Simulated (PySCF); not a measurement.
A series of related molecules.

All values: wB97X-D/def2-SVPD (PySCF) at GFN2-xTB geometries, gas phase, one conformer each. Core orbitals are frozen in the response; Δα² is half the sum of the squared differences of the principal polarisabilities.

Question: Rank by polarisability anisotropy Δα, highest first.
A. `[CH:1]#[C:2][CH2:3][SiH2:4][O:5]/[CH:6]=[CH:7]/[F:8]` with C2–C3–Si4–O5 177°, C3–Si4–O5–C6 178°, Si4–O5–C6–C7 -3°
B. `[CH2:1]=[CH:2][CH2:3][SiH2:4][O:5]/[CH:6]=[CH:7]/[F:8]` with C1–C2–C3–Si4 107°, C2–C3–Si4–O5 69°, C3–Si4–O5–C6 178°, Si4–O5–C6–C7 179°
C. `[F:1]/[CH:2]=[CH:3]/[O:4][SiH2:5][CH2:6][F:7]` with C2–C3–O4–Si5 180°, C3–O4–Si5–C6 180°, O4–Si5–C6–F7 180°

Answer: A (6.99 Å³), B (5.55 Å³), C (4.31 Å³).

Question: Rank by mean static polarisability, highest first.
A. `O(/C=C/F)[SiH2]CC=C`
B. `C#CC[SiH2]O/C=C/F`
C. `C[SiH2]O/C=C/F`

Answer: A (13.69 Å³), B (12.92 Å³), C (10.14 Å³).

All values together:

```
           SMILES                      change    formula  μ (D)  HOMO (eV)  LUMO (eV)  α (Å³)  Δα (Å³)  electrons  α per electron (Å³)
   C[SiH2]O/C=C/F                      parent   C3H7FOSi   2.31      -8.58       1.95   10.14     4.18         56                0.181
  F/C=C/O[SiH2]CF        H on C replaced by F  C3H6F2OSi   0.24      -8.86       1.48   10.14     4.31         64                0.158
C=CC[SiH2]O/C=C/F    H on C replaced by vinyl   C5H9FOSi   1.95      -8.66       1.58   13.69     5.55         70                0.196
C#CC[SiH2]O/C=C/F  H on C replaced by ethynyl   C5H7FOSi   1.20      -8.88       1.87   12.92     6.99         68                0.190
```

Conformers: `[CH3:1][SiH2:2][O:3]/[CH:4]=[CH:5]/[F:6]` with C1–Si2–O3–C4 180°, Si2–O3–C4–C5 180°; `[F:1]/[CH:2]=[CH:3]/[O:4][SiH2:5][CH2:6][F:7]` with C2–C3–O4–Si5 180°, C3–O4–Si5–C6 180°, O4–Si5–C6–F7 180°; `[CH2:1]=[CH:2][CH2:3][SiH2:4][O:5]/[CH:6]=[CH:7]/[F:8]` with C1–C2–C3–Si4 107°, C2–C3–Si4–O5 69°, C3–Si4–O5–C6 178°, Si4–O5–C6–C7 179°; `[CH:1]#[C:2][CH2:3][SiH2:4][O:5]/[CH:6]=[CH:7]/[F:8]` with C2–C3–Si4–O5 177°, C3–Si4–O5–C6 178°, Si4–O5–C6–C7 -3°.

Question: Give the shifts from the parent, `C[SiH2]O/C=C/F`.

Answer: 
```json
{"SMILES": "F/C=C/O[SiH2]CF", "change in μ (D)": "-2.07", "change in HOMO (eV)": "-0.28", "change in LUMO (eV)": "-0.47", "change in mean α (Å³)": "0.00"}
{"SMILES": "C=CC[SiH2]O/C=C/F", "change in μ (D)": "-0.36", "change in HOMO (eV)": "-0.08", "change in LUMO (eV)": "-0.37", "change in mean α (Å³)": "+3.55"}
{"SMILES": "C#CC[SiH2]O/C=C/F", "change in μ (D)": "-1.11", "change in HOMO (eV)": "-0.30", "change in LUMO (eV)": "-0.08", "change in mean α (Å³)": "+2.78"}
```
